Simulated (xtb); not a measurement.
H$_{6}$Si$_{2}$, charge +1, doublet, from a rough starting geometry (a state made from the parent by changing its charge; the spin is typed, not shown lowest); GFN2-xTB (xtb).

xtb was given this input:
```
$ xtb mol.xyz --gfn 2 --chrg 1 --uhf 1 --opt vtight --json

# file mol.xyz
8

Si    -1.11996794     0.08401005    -0.03414121
Si     1.07669951    -0.10410208     0.03245722
H     -1.73710818    -0.76559370    -0.94980137
H     -1.57114069     1.46577158    -0.33938558
H     -1.78808976    -0.17088191     1.29287696
H      1.57086525    -1.42984918     0.37405120
H      1.77558669     0.78282302     1.01657464
H      1.72102262     0.17060517    -1.30509154
```

Write the output that xtb gives for this input, abridged.


```
   ID    Z sym.   atoms
    1   14 Si     1, 2
    2    1 H      3-8

           -------------------------------------------------
          |                Calculation Setup                |
           -------------------------------------------------

           -------------------------------------------------
          |                 G F N 2 - x T B                 |
           -------------------------------------------------

          ...................................................
          :                      SETUP                      :
          :.................................................:
          :  # basis functions                  26          :
          :  # atomic orbitals                  24          :
          :  # shells                           12          :
          :  # electrons                        13          :
          :  max. iterations                   250          :
          :  Hamiltonian                  GFN2-xTB          :
          :  restarted?                      false          :
          :  GBSA solvation                  false          :
          :  PC potential                    false          :
          :  electronic temp.          300.0000000     K    :
          :  accuracy                    1.0000000          :
          :  -> integral cutoff          0.2500000E+02      :
          :  -> integral neglect         0.1000000E-07      :
          :  -> SCF convergence          0.1000000E-05 Eh   :
          :  -> wf. convergence          0.1000000E-03 e    :
          :  Broyden damping             0.4000000          :
          :  net charge                          1          :
          :  unpaired electrons                  1          :
          ...................................................

 iter      E             dE          RMSdq      gap      omega  full diag
   1     -5.9723941 -0.597239E+01  0.768E+00    4.62       0.0  T
   2     -6.0729414 -0.100547E+00  0.435E+00    4.08       1.0  T
   3     -6.0742162 -0.127486E-02  0.218E+00    4.16       1.0  T
   4     -6.0743198 -0.103574E-03  0.768E-01    4.21       1.0  T
   5     -6.0743233 -0.350258E-05  0.170E-01    4.15       1.0  T
   6     -6.0744112 -0.879508E-04  0.547E-02    4.15       1.0  T
   7     -6.0744108  0.450078E-06  0.227E-02    4.15       1.6  T
   8     -6.0744122 -0.139090E-05  0.125E-02    4.15       2.8  T
   9     -6.0744123 -0.118960E-06  0.101E-02    4.16       3.5  T
  10     -6.0744125 -0.174489E-06  0.122E-03    4.16      29.1  T
  11     -6.0744125 -0.145609E-08  0.525E-04    4.16      67.3  T
  12     -6.0744125 -0.354409E-09  0.962E-05    4.16     367.4  T

   *** convergence criteria satisfied after 12 iterations ***

         :::::::::::::::::::::::::::::::::::::::::::::::::::::
         ::                     SUMMARY                     ::
         :::::::::::::::::::::::::::::::::::::::::::::::::::::
         :: total energy              -6.004954113046 Eh    ::
         :: gradient norm              0.135908746135 Eh/a0 ::
         :: HOMO-LUMO gap              4.155407282822 eV    ::
         ::.................................................::
         :: SCC energy                -6.074410824393 Eh    ::
         :: -> isotropic ES            0.125984256404 Eh    ::
         :: -> anisotropic ES         -0.006301294895 Eh    ::
         :: -> anisotropic XC          0.004351844774 Eh    ::
         :: -> dispersion             -0.002808655418 Eh    ::
         :: repulsion energy           0.069456711347 Eh    ::
         :: add. restraining           0.000000000000 Eh    ::
         :: total charge               1.000000000000 e     ::
         :::::::::::::::::::::::::::::::::::::::::::::::::::::

      -----------------------------------------------------------
     |                   =====================                   |
     |                        A N C O P T                        |
     |                   =====================                   |
     |               Approximate Normal Coordinate               |
     |                Rational Function Optimizer                |
      -----------------------------------------------------------
      -----------------------------------------------------------
     |                   =====================                   |
     |                        A N C O P T                        |
     |                   =====================                   |
     |               Approximate Normal Coordinate               |
     |                Rational Function Optimizer                |
      -----------------------------------------------------------

          ...................................................
          :                      SETUP                      :
          :.................................................:
          :   optimization level         verytight          :
          :   max. optcycles                   200          :
          :   ANC micro-cycles                  20          :
          :   degrees of freedom                18          :
          :.................................................:
          :   RF solver                   davidson          :
          :   write xtbopt.log                true          :
          :   linear?                        false          :
          :   energy convergence         0.1000000E-06 Eh   :
          :   grad. convergence          0.2000000E-03 Eh/α :
          :   maxmium RF displ.          1.0000000          :
          :   Hlow (freq-cutoff)         0.1000000E-01      :
          :   Hmax (freq-cutoff)         5.0000000          :
          :   S6 in model hess.         20.0000000          :
          ...................................................

generating ANC from exact Hessian ...
Using Lindh-Hessian (1995)
 Shifting diagonal of input Hessian by    1.0432959270780350E-002
 Lowest  eigenvalues of input Hessian
[...]
 * total energy  :    -6.0049541 Eh     change       -0.1200817E-10 Eh
 * total energy  :    -6.0371082 Eh     change       -0.3215409E-01 Eh
 * total energy  :    -6.0409162 Eh     change       -0.3807995E-02 Eh
 * total energy  :    -6.0418363 Eh     change       -0.9201289E-03 Eh
 * total energy  :    -6.0419789 Eh     change       -0.1425610E-03 Eh
 * total energy  :    -6.0420121 Eh     change       -0.3325097E-04 Eh
 * total energy  :    -6.0420401 Eh     change       -0.2795480E-04 Eh
 * total energy  :    -6.0420493 Eh     change       -0.9201960E-05 Eh
 * total energy  :    -6.0420521 Eh     change       -0.2802540E-05 Eh
 * total energy  :    -6.0420528 Eh     change       -0.7039331E-06 Eh
 * total energy  :    -6.0420531 Eh     change       -0.3184587E-06 Eh
 * total energy  :    -6.0420533 Eh     change       -0.1781765E-06 Eh
 * total energy  :    -6.0420533 Eh     change       -0.4676241E-07 Eh
   *** GEOMETRY OPTIMIZATION CONVERGED AFTER 13 ITERATIONS ***
[...]
          :  net charge                          1          :
          :  unpaired electrons                  1          :
          ...................................................

 iter      E             dE          RMSdq      gap      omega  full diag
   1     -6.1012225 -0.610122E+01  0.869E-05    2.91       0.0  T
   2     -6.1012225 -0.142819E-11  0.443E-05    2.91     798.3  T
   3     -6.1012225  0.568434E-12  0.364E-05    2.91     970.0  T

   *** convergence criteria satisfied after 3 iterations ***

         :::::::::::::::::::::::::::::::::::::::::::::::::::::
         ::                     SUMMARY                     ::
         :::::::::::::::::::::::::::::::::::::::::::::::::::::
         :: total energy              -6.042053341402 Eh    ::
         :: gradient norm              0.000095424427 Eh/a0 ::
         :: HOMO-LUMO gap              2.906190395269 eV    ::
         ::.................................................::
         :: SCC energy                -6.101220477654 Eh    ::
         :: -> isotropic ES            0.117861753045 Eh    ::
         :: -> anisotropic ES         -0.007868546236 Eh    ::
         :: -> anisotropic XC          0.000884074237 Eh    ::
         :: -> dispersion             -0.002905719295 Eh    ::
         :: repulsion energy           0.059167136251 Eh    ::
         :: add. restraining           0.000000000000 Eh    ::
         :: total charge               1.000000000000 e     ::
         :::::::::::::::::::::::::::::::::::::::::::::::::::::

           -------------------------------------------------
          |                Property Printout                |
           -------------------------------------------------

    * Orbital Energies and Occupations

         #    Occupation            Energy/Eh            Energy/eV
      -------------------------------------------------------------
         1        2.0000           -0.9564544             -26.0264
         2        2.0000           -0.8883764             -24.1740
         3        2.0000           -0.6328991             -17.2221
         4        2.0000           -0.6328973             -17.2220
         5        2.0000           -0.6275322             -17.0760
         6        2.0000           -0.6275280             -17.0759
         7        1.0000           -0.5345606             -14.5461 (HOMO)
         8                         -0.4277600             -11.6399 (LUMO)
         9                         -0.3988294             -10.8527
        10                         -0.3988235             -10.8525
        11                         -0.3889018             -10.5826
        12                         -0.3888899             -10.5822
        13                         -0.3833144             -10.4305
        14                         -0.3272335              -8.9045
        15                         -0.3272245              -8.9042
        16                         -0.2725775              -7.4172
        17                         -0.2725720              -7.4171
        18                         -0.0636730              -1.7326
       ...                                ...                  ...
        24                          0.5510233              14.9941
      -------------------------------------------------------------
                  HL-Gap            0.1068005 Eh            2.9062 eV
             Fermi-level           -0.5311023 Eh          -14.4520 eV

     #   Z          covCN         q      C6AA      α(0)
     1  14 Si       3.379     0.475   109.560    20.715
     2  14 Si       3.379     0.475   109.564    20.716
     3   1 H        0.920     0.008     2.921     2.673
     4   1 H        0.920     0.008     2.920     2.673
     5   1 H        0.920     0.008     2.921     2.673
     6   1 H        0.920     0.008     2.920     2.673
     7   1 H        0.920     0.008     2.921     2.673
     8   1 H        0.920     0.008     2.921     2.673

 Mol. C6AA /au·bohr⁶  :        962.277881
 Mol. C8AA /au·bohr⁸  :      44934.728272
 Mol. α(0) /au        :         57.468075

Wiberg/Mayer (AO) data.
largest (>0.10) Wiberg bond orders for each atom

 ---------------------------------------------------------------------------
     #   Z sym  total        # sym  WBO       # sym  WBO       # sym  WBO
 ---------------------------------------------------------------------------
     1  14 Si   3.182 --     3 H    0.899     5 H    0.899     4 H    0.899
                             2 Si   0.454
     2  14 Si   3.181 --     6 H    0.899     8 H    0.899     7 H    0.899
                             1 Si   0.454
     3   1 H    1.000 --     1 Si   0.899
     4   1 H    1.000 --     1 Si   0.899
     5   1 H    1.000 --     1 Si   0.899
     6   1 H    1.000 --     2 Si   0.899
     7   1 H    1.000 --     2 Si   0.899
     8   1 H    1.000 --     2 Si   0.899
 ---------------------------------------------------------------------------

Topologies differ in total number of bonds
Writing topology from bond orders to xtbtopo.mol

molecular dipole:
                 x           y           z       tot (Debye)
 q only:       -0.017       0.007       0.021
   full:       -0.017       0.007       0.021       0.070
molecular quadrupole (traceless):
                xx          xy          yy          xz          yz          zz
 q only:        6.307      -0.907      -3.111       0.135      -0.013      -3.196
  q+dip:        5.271      -0.759      -2.600       0.112      -0.011      -2.671
   full:        8.486      -1.220      -4.186       0.182      -0.017      -4.300

optimized geometry written to: xtbopt.xyz

           -------------------------------------------------
          | TOTAL ENERGY               -6.042053341402 Eh   |
          | GRADIENT NORM               0.000095424427 Eh/α |
          | HOMO-LUMO GAP               2.906190395269 eV   |
           -------------------------------------------------

normal termination of xtb
```
